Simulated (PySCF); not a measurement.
Compound: C₇H₁₀NOP.
Numbering: `[CH3:1][C@@H:2]1[CH2:3][P@:4]1(=[NH:5])[c:6]1[cH:7][cH:8][cH:9][o:10]1` (hydrogens: H11, H12, H13 on C1; H14 on C2; H15, H16 on C3; H17 on N5; H18 on C7; H19 on C8; H20 on C9)

The same species was optimised twice, with GFN2-xTB and with PBE0-D3(BJ)/def2-SVP (PySCF), and the same property calculations (PySCF, gas phase) were run on both structures.

| coordinate | GFN2-xTB | PBE0-D3(BJ)/def2-SVP | change |
| --- | --- | --- | --- |
| C2–P4 (Å) | 1.836 | 1.810 | -0.026 |
| C3–P4 (Å) | 1.829 | 1.806 | -0.023 |
| C7–C8 (Å) | 1.412 | 1.428 | +0.016 |
| C2–C3 (Å) | 1.565 | 1.558 | -0.007 |
| P4=N5 (Å) | 1.559 | 1.567 | +0.008 |
| C9–O10 (Å) | 1.341 | 1.348 | +0.007 |
| P4–C6 (Å) | 1.776 | 1.783 | +0.007 |
| C6–O10 (Å) | 1.350 | 1.356 | +0.006 |
| C8–C9 (Å) | 1.362 | 1.364 | +0.002 |
| C6–C7 (Å) | 1.368 | 1.366 | -0.002 |
| C1–C2 (Å) | 1.507 | 1.506 | -0.001 |
| C1–C2–C3 (°) | 117.6 | 120.7 | +3.1 |
| C3–P4–N5 (°) | 133.2 | 135.4 | +2.2 |
| C3–P4–C6 (°) | 109.4 | 107.9 | -1.5 |
| N5–P4–C6 (°) | 108.0 | 107.4 | -0.6 |
| C6–O10–C9 (°) | 106.7 | 107.3 | +0.6 |
| C2–P4–C6 (°) | 111.8 | 111.2 | -0.6 |
| C2–P4–C3 (°) | 50.6 | 51.0 | +0.4 |
| P4–C6–C7 (°) | 128.4 | 128.8 | +0.4 |
| C3–P4–C6–C7 (°) | 159 | 164 | +5 |

Rotational constants: A = 1907, B = 971.4, C = 726.3 MHz (GFN2-xTB) against A = 1905, B = 964.3, C = 735.5 MHz (PBE0-D3(BJ)/def2-SVP). Point groups within 0.08 Å: C1 and C1.

On the GFN2-xTB structure: HOMO (eV) -6.01 [PBE0/pcSseg-1]; LUMO (eV) -0.52 [PBE0/pcSseg-1]; dipole (D) 2.54 [PBE0/pcSseg-1]; GIAO shielding of C1 (ppm) 170.6 [PBE0/pcSseg-1]; GIAO shielding of C2 (ppm) 161.0 [PBE0/pcSseg-1]; GIAO shielding of C3 (ppm) 165.3 [PBE0/pcSseg-1]; GIAO shielding of P4 (ppm) 414.1 [PBE0/pcSseg-1]; GIAO shielding of N5 (ppm) 286.3 [PBE0/pcSseg-1]; GIAO shielding of C6 (ppm) 38.2 [PBE0/pcSseg-1]; GIAO shielding of C7 (ppm) 52.5 [PBE0/pcSseg-1]; GIAO shielding of C8 (ppm) 67.9 [PBE0/pcSseg-1].

Problem. What do these properties become on the PBE0-D3(BJ)/def2-SVP structure?

Solution. 
| property | level | on GFN2-xTB | on PBE0-D3(BJ)/def2-SVP | change |
| --- | --- | --- | --- | --- |
| HOMO (eV) | PBE0/pcSseg-1 | -6.01 | -6.01 | 0.00 |
| LUMO (eV) | PBE0/pcSseg-1 | -0.52 | -0.48 | +0.04 |
| dipole (D) | PBE0/pcSseg-1 | 2.54 | 2.60 | +0.06 |
| energy, GFN2-xTB geometry as zero (kcal/mol) | PBE0/pcSseg-1 | 0.0 | -1.3 | -1.3 |
| GIAO shielding of C1 (ppm) | PBE0/pcSseg-1 | 170.6 | 169.8 | -0.8 |
| GIAO shielding of C2 (ppm) | PBE0/pcSseg-1 | 161.0 | 162.6 | +1.6 |
| GIAO shielding of C3 (ppm) | PBE0/pcSseg-1 | 165.3 | 165.4 | +0.1 |
| GIAO shielding of P4 (ppm) | PBE0/pcSseg-1 | 414.1 | 411.6 | -2.5 |
| GIAO shielding of N5 (ppm) | PBE0/pcSseg-1 | 286.3 | 285.6 | -0.7 |
| GIAO shielding of C6 (ppm) | PBE0/pcSseg-1 | 38.2 | 36.8 | -1.4 |
| GIAO shielding of C7 (ppm) | PBE0/pcSseg-1 | 52.5 | 51.4 | -1.1 |
| GIAO shielding of C8 (ppm) | PBE0/pcSseg-1 | 67.9 | 66.5 | -1.4 |

The heavy atoms differ by 0.065 Å rms after alignment. Among bonds between heavy atoms C2–P4 changes most (-0.026 Å). Changes are differences of the printed values. Neither structure is proved a minimum here.

Shape of the structure used: `[CH3:1][C@@H:2]1[CH2:3][P@:4]1(=[NH:5])[c:6]1[cH:7][cH:8][cH:9][o:10]1`: C3–P4–C6–C7 164°.
